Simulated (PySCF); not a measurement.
A structure optimised at r2SCAN-D4/def2-SVP, used in a PySCF frequency run:

```
Sn
F 1 1.9233
F 1 1.9233 2 103.83
H 1 1.6963 2 111.36 3 119.94
Cl 1 2.3219 4 115.66 3 122.31
```

Q: Write its SMILES, formula and point group.

A: [F][SnH]([F])[Cl], ClF₂HSn, Cs

Q: What are its rotational constants (standard atomic weights)?

A: 4.3406, 2.2857, 1.8125 GHz
